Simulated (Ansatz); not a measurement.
Reaction (formal loss of a carbene): `C#[C][GeH2][CH2]Cl` → `C#[C][GeH2][Cl]` + `[CH2]` (triplet)

Calculated with Ansatz (gas phase, PBE0-D4/def2-TZVP geometries, no zero-point term in ΔE). CBS: MP2 limit from def2 TZ/QZ plus the TZ coupled-cluster correction, frozen cores. This one scheme is used for every species. DFT in def2-TZVPP. B3LYP here is the variant with VWN-RPA as its local correlation; programs differ in this. Triplets are unrestricted, without spin–orbit coupling. For Ge outer-core shells are correlated without core-valence functions, which leaves a few kJ/mol of doubt a bond. Scalar relativity is left out up to krypton. Each species was taken in one conformer, which may not be the lowest.

**Question.** Is it downhill or uphill in electronic energy at CCSD(T)/CBS, and by how much? (An estimate is asked.)

**Answer.** Computed: Uphill: ΔE = +77.3 kcal/mol.

**Question.** What do these levels give: r2SCAN-D4, B3LYP-D4, ωB97X-V, PBE, r2SCAN, PBE0, HF/def2-TZVPP, MP2/def2-TZVPP, SCS-MP2/def2-TZVPP, CCSD/def2-TZVPP, CCSD(T)/def2-TZVPP, SCS-MP2/def2-QZVPP? (Estimate.)

**Answer.** Computed: r2SCAN-D4 70.4, B3LYP-D4 74.6, ωB97X-V 78.8, PBE 77.2, r2SCAN 70.0, PBE0 74.2, HF/def2-TZVPP 37.6, MP2/def2-TZVPP 76.8, SCS-MP2/def2-TZVPP 76.8, CCSD/def2-TZVPP 71.0, CCSD(T)/def2-TZVPP 74.2, SCS-MP2/def2-QZVPP 78.8 kcal/mol.

Largest T1 diagnostic among the species: 0.011.

The D4 term adds +2.7 kcal/mol with B3LYP and +1.5 kcal/mol with PBE0; it sums over pairs of atoms, weighted by their polarisabilities, and B3LYP, whose exchange is more repulsive, gets the larger term. From PBE to PBE0 (25 % exact exchange), in def2-TZVPP and without D4, ΔE moves by −3.0 kcal/mol. In def2-TZVPP, CCSD(T) changes the Hartree–Fock value by +36.6 kcal/mol (the triples alone add +3.2 kcal/mol) and MP2 by +39.2 kcal/mol.
